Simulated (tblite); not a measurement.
Method: GFN2-xTB as coded in tblite; computed harmonic values from a numerical Hessian at the method's own geometry, unscaled. Errors from tens to a few hundred cm⁻¹ against measured bands are possible. Modes of hydrogen on silicon can be 10 to 20 % off. One conformer each. Thermal functions are those of the rigid rotor and harmonic oscillator, without mixing of conformers.

Problem. Order these by their ideal-gas entropy at 500 K and 1 bar, highest first (J/(mol K)).
A. `N1(CCCC1)P=C(C)C`
B. `c1(cc(OCC)ccc1)C#C`
C. `C1CCN(C1)P(C)C=C`
D. `N#C[CH-]C1=CC=NC=C1`
E. `FC(F)OCC([SiH3])[SiH3]`
F. `CO[Si](C)(CF)OC`

Solution. F (581.0), E (561.8), C (551.7), A (547.3), B (542.2), D (437.1).

```tsv
SMILES	atoms	mass (u)	symmetry number	modes under 300 cm⁻¹	ZPE (kJ/mol)	S translation (J/(mol K))	S rotation	S vibration	S	Cp
CO[Si](C)(CF)OC	19	138.05	1	13	391.1	181.1	128.8	271.1	581.0	243.1
FC(F)OCC([SiH3])[SiH3]	18	156.02	1	8	311.5	182.6	132.4	246.9	561.8	256.1
C=CP(C)N1CCCC1	23	143.09	1	8	514.7	181.5	129.8	240.4	551.7	272.5
CC(C)=PN1CCCC1	23	143.09	1	8	521.4	181.5	130.0	235.8	547.3	265.6
C#Cc1cccc(OCC)c1	21	146.07	1	7	434.2	181.8	134.4	226.0	542.2	267.6
N#C[CH-]c1ccncc1	14	117.05	1	3	259.3	179.0	126.4	131.7	437.1	185.9
```

Entropies and Cp are for 500 K and 1 bar.
